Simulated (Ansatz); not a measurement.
Mg5Zn⁻, relaxed as a doublet with UKS PBE/def2-SVPD in Ansatz, starting from the GFN1-xTB geometry. Force threshold 0.02 eV/Å.

The relaxation made no stability test and no search for a lower SCF solution. Another isomer (doublet) lies 0.04 eV lower at PBE0/def2-TZVPD; other spin states weren't run for this one.

Start:

Cartesian coordinates in Å:
```
Mg 0.3323 -1.7114 1.5351
Mg -0.0582 -0.1589 -1.2199
Mg -0.1573 0.3409 0.3384
Mg 0.7777 1.5589 0.5465
Mg -0.5741 0.0240 -0.5700
Zn -0.3204 -0.0535 -0.6301
```

(1) Estimate the energy that the relaxation releases and the steps that it takes.

(2) Does the start keep its bonding?

(3) Predict the relaxed structure.

Results:

(1) 108699.1 kcal/mol, in 37 steps; 2 min on 4 threads of INTEL XEON PLATINUM 8581C on a shared host. The force fell under the threshold at step 32, but the optimiser went on and released 0.008 eV more. No frequencies were taken in this run, so the end may be a saddle point.

(2) Bonds lost: Mg1–Mg2, Mg2–Mg3, Mg3–Mg5, Mg4–Mg5 (atoms count from 1).

(3) 
```xyz
6

Mg   -1.410   -1.645    1.723
Mg    0.823    0.299   -2.631
Mg    0.002    1.037    2.381
Mg    1.311    2.210   -0.243
Mg   -1.483   -1.348   -1.369
Zn    0.756   -0.553    0.139
```
Bond lengths (bridged metal pairs left out): 5 × Mg–Mg 3.10 to 3.16 Å; 5 × Mg–Zn 2.81 to 2.90 Å.
